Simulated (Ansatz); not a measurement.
CeO2 (SMILES [O]=[Ce]=[O]), singlet, geometry from GFN2-xTB (such geometries of metal compounds can be far from the true shape) (core potentials on Ce). Base run: CAM-B3LYP/def2-SV(P) in Ansatz (a program for electronic structure).

Geometry (Å):
```xyz
3

Ce    -0.1692     0.0877    -0.1801
O      1.8760    -0.0677    -0.4115
O     -0.6489    -0.5681     1.7174
```
Charge 0, spin multiplicity 1.
All else is at Ansatz's defaults.

Each row names what was changed in the base input (with any setting that the change needs).

```tsv
change	E (Eh)	core-seconds (rough)
base	-625.30765	7
functional = lc_wpbe	-625.28400	7
functional = pbe0	-625.19048	5
functional = pbe; dispersion = d3bjatm	-625.27455	20
functional = r2scan	-625.46746	30
functional = wB97X	-625.34899	10
functional = pbe; dispersion = d4	-625.27495	20
functional = blyp; dispersion = d3bj	-625.38530	20
functional = wB97X-V	-625.26659	10
functional = wB97M-V	-625.30392	20
functional = hse06	-625.18572	7
functional = BHLYP	-625.12756	7
functional = b3lyp5	-625.30498	6
```

Total energies compare only within one method and basis.
